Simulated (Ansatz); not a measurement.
Isolated molecules relaxed with PBE0-D4/def2-TZVP in Ansatz; ΔE leaves out vibrations. CCSD(T)/CBS adds triple-zeta CCSD(T) − MP2 to the extrapolated MP2 energy (def2 sets, frozen cores). This one scheme is used for every species. DFT in def2-TZVPP. One conformer a species, not always the lowest.

`O[Si]1(O[SiH3])CO1` + `COCS` → `COCS[SiH3]` + `O[Si]1(O)CO1`  (ligand exchange at the Si–O bond)

CCSD(T)/CBS gives +45.5 kJ/mol.

(1) Another level gave +40.9 kJ/mol. Which?
A. PBE/def2-TZVPP
B. CCSD/def2-TZVPP
C. r2SCAN/def2-TZVPP
D. ωB97X-V/def2-TZVPP

Largest T1 diagnostic among the species: 0.012.

## Answers

(1) C. r2SCAN 40.9, ωB97X-V 45.8, CCSD/def2-TZVPP 52.0, PBE 32.3 kJ/mol.

In def2-TZVPP, CCSD(T) changes the Hartree–Fock value by −22.4 kJ/mol (the triples alone add −4.4 kJ/mol) and MP2 by −25.8 kJ/mol. The D4 term adds −3.9 kJ/mol with B3LYP and −1.9 kJ/mol with PBE0; it sums over pairs of atoms, weighted by their polarisabilities, and B3LYP, whose exchange is more repulsive, gets the larger term. From PBE to PBE0 (25 % exact exchange), in def2-TZVPP and without D4, ΔE moves by +4.9 kJ/mol.

B3LYP here is the variant with VWN-RPA as its local correlation; programs differ in this.
